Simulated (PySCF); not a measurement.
## Adding and removing an electron: AsBr

r²SCAN0; As def2-TZVPPD, Br def2-TZVPPD; no relativity (PySCF 2.14). Neutral (UKS): triplet (π ↑↑), Re = 2.286 Å, ωe = 323 cm⁻¹, De = 2.82 eV, HOMO -6.97 eV, LUMO -2.75 eV.

AsBr⁺ (UKS): doublet (π ↑), Re = 2.169 Å, ωe = 400 cm⁻¹, De = 3.83 eV to As⁺ + Br. The energies at the minima are -4809.98905 hartree for AsBr and -4809.65412 for AsBr⁺.

Q: Work out the adiabatic ionisation energy, without and with harmonic zero-point energies (1 hartree = 27.2114 eV, 1 eV = 8065.5 cm⁻¹), and the change of the bond length.

A: At r²SCAN0: 0.33493 hartree = 9.114 eV between the minima; the zero-point term (400.0 − 323.0)/2 cm⁻¹ = +0.005 eV makes it 9.119 eV. Re changes by -11.7 pm against the neutral. The electron leaves a π orbital, and the shorter bond of the ion fits an antibonding orbital, or a change in how ionic the bond is.

Spin–orbit coupling is left out. For an ion De counts to the pair picked by the measured ionisation energies or electron affinities, which need not be the lowest pair at this level. States were picked by a PBE0 search and need not be the measured ground states.
